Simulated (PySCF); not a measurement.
## H$_{2}$B, SMILES `[BH2]` (charge 0, multiplicity 2)

The numbers are results of ωB97X-D3(BJ)/def2-TZVP // PBE0-D3(BJ)/def2-TZVP in PySCF 2.14.0, not measurements.

| Quantity | Result |
|---|---|
| highest occupied spin orbital | -8.51 eV |
| dipole moment | 0.54 D |
| total energy | -25.9587 Ha |
| cost | about 8 core-seconds (a rough figure) |

```xyz
3

B     -0.0011     0.3389     0.0000
H     -1.0768    -0.1729     0.0000
H      1.0779    -0.1660     0.0000
```
Charge 0, spin multiplicity 2.
